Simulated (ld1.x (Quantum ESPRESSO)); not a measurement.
What one change does to a pseudopotential (gallium, TM semilocal)

ld1.x (Quantum ESPRESSO) 7.5 input, shortened:

```
&input
   title='Ga', zed=31., rel=1, dft='PBESOL', iswitch=3,
   config='[Ar] 3d10 4s1.75 4p1.25'
 /
 &inputp
   pseudotype=1, tm=.true., lloc=1,
   nlcc=.false.
 /
2
4S  1  0   1.75   0.00  1.90  1.90  0.0
4P  2  1   1.25   0.00  1.85  1.85  0.0
 &test
   configts(1)='4s1.75 4p1.25'
 /
```

Change: all radii scaled by about 1.10 (s 2.08, p 2.04 bohr).

Cutoffs: the cutoffs (Ry, on a coarse ladder) from which the occupation-weighted sum of valence levels, in a spherical-Bessel basis at the reference potential, stays within 10 and 1 mRy of its value at 400 Ry; they do not see the model core or the augmentation charge, which bear on the density cutoff. Errors are all-electron minus pseudo energies relative to the spin-unpolarised reference configuration.

Q: How do hardness, ghosts and transferability respond?

A: The potential gets softer (15 Ry and 35 Ry → 12 Ry and 30 Ry); of the 7 tests that both files solve, the error grows in 1 and shrinks in 1 by more than 15 % and 0.3 meV (median size 1.1 → 1.1 meV); neither file shows a bound ghost. A larger radius leaves more room for a smooth pseudo-wave, so fewer plane waves are needed. A semilocal file is local in each channel, so a ghost entry of none says nothing of the separable form that plane-wave codes build from it.

| quantity | base | changed |
| --- | --- | --- |
| cutoff, loose | 15 Ry | 12 Ry |
| cutoff, tight | 35 Ry | 30 Ry |
| loose cutoff by channel (10 mRy a level) | s 12 Ry, p 6 Ry | s 10 Ry, p 6 Ry |
| bound ghosts | none | none |
| error for 4s2 4p1, meV [ΔE -1.61 eV] | +0.8 | +0.7 |
| error for 4s2 4p0, meV [ΔE 4.07 eV] | +0.2 | +1.1 |
| error for 4s1 4p0, meV [ΔE 25.21 eV] | -1.1 | +0.6 |
| error for 4s2 4p0.5, meV [ΔE 0.42 eV] | +1.4 | +1.5 |
| error for 4s1 4p2, meV [ΔE 4.94 eV] | +7.0 | +6.6 |
| error for 4s0 4p3, meV [ΔE 11.78 eV] | +48 | +49 |
| error for 4s2 4p1.3, meV [ΔE -2.14 eV] | +0.3 | +0.2 |
